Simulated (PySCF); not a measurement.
## ZnC at BLYP

Computed with BLYP; basis Zn def2-SVP, C def2-SVP; no relativity; PySCF 2.14.

```json
{
 "state": "³Σ⁻ (triplet), unpaired electrons π ↑↑",
 "bond length": "1.990 Å",
 "harmonic wavenumber": "457 cm⁻¹",
 "force constant": "1.24 mdyn/Å",
 "rotational constant Be": "0.4213 cm⁻¹",
 "anharmonicity ωexe": "5.36 cm⁻¹",
 "vibration–rotation constant αe": "0.00601 cm⁻¹",
 "well depth De to Zn + C": "29.8 kcal/mol",
 "dissociation energy D0": "29.2 kcal/mol",
 "bond order (Mayer)": "1.25",
 "dipole moment (positive dipole means Zn(−)C(+))": "-3.06 D"
}
```

The state was picked by a PBE0 search and need not be the measured ground state.
